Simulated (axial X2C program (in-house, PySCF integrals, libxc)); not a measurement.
**Low determinants of SnF at the PBE0 level, scalar-relativistic**

All values were computed with an in-house all-electron X2C program for linear molecules (integrals from PySCF). Spin-free means the one-electron spin-free X2C Hamiltonian. Basis: Sn dyall-cv3z [11s12p9d4f1g], F dyall-av3z [7s6p3d2f] (cores contracted in-house); Gaussian nuclei, density fitting, unrestricted open shells. Masses: Sn 119.902 u, F 18.998 u.

Search at 1.955 Å (vertical energies from the lowest determinant):

| ΔE (eV) | state | electrons beyond evenly filled partner blocks | electrons in σ, π, δ, φ |
| --- | --- | --- | --- |
| 0.00 | M_S = 1/2, Λ = 1 | π+α | 26 25 8 0 |
| 2.32 | M_S = 1/2, Λ = 0 | σα | 27 24 8 0 |
| 3.83 | M_S = 3/2, Λ = 0 | σα, π+α, π-α | 25 26 8 0 |
| 4.93 | M_S = 1/2, Λ = 0 | σβ, π+α, π-α | 25 26 8 0 |
| 5.23 | M_S = 1/2, Λ = 2 | σα, π+α, π+β | 25 26 8 0 |
| 5.23 | M_S = 1/2, Λ = 0 | σα, π+β, π-α | 25 26 8 0 |
| 6.58 | M_S = 3/2, Λ = 1 | 2 × π+α, π+β, 2 × π-α | 26 25 8 0 |

Lowest determinant, M_S = 1/2, Λ = 1 (beyond evenly filled blocks: π+α): Re = 1.949 Å, ωe = 576.3 cm⁻¹.

The determinant in row 2 of the search, M_S = 1/2, Λ = 0 (beyond evenly filled blocks: σα), was followed along the bond at PBE0; measured from the minimum of the lowest determinant it gives:

Te = 2.255 eV (18189 cm⁻¹), Re = 2.062 Å, ωe = 407.1 cm⁻¹.

Question: Compare the bond of the determinant in row 2 with that of the lowest one.

Answer: At PBE0 its Re is 0.113 Å longer and its force constant, which goes as ωe², is 0.50 times that of the lowest determinant. T0 ≈ Te + Δωe/2 = 18189 + (-85) = 18104 cm⁻¹.

The search compares states at one distance, so a state with another bond length can lie lower; it is not exhaustive and yields mostly the lowest determinant of each block pattern, so other components and higher states of one pattern are missing. These are energies of single determinants, not of spin-adapted states; PBE0 term energies can be off by some tenths of an eV, and the functional has no current term.
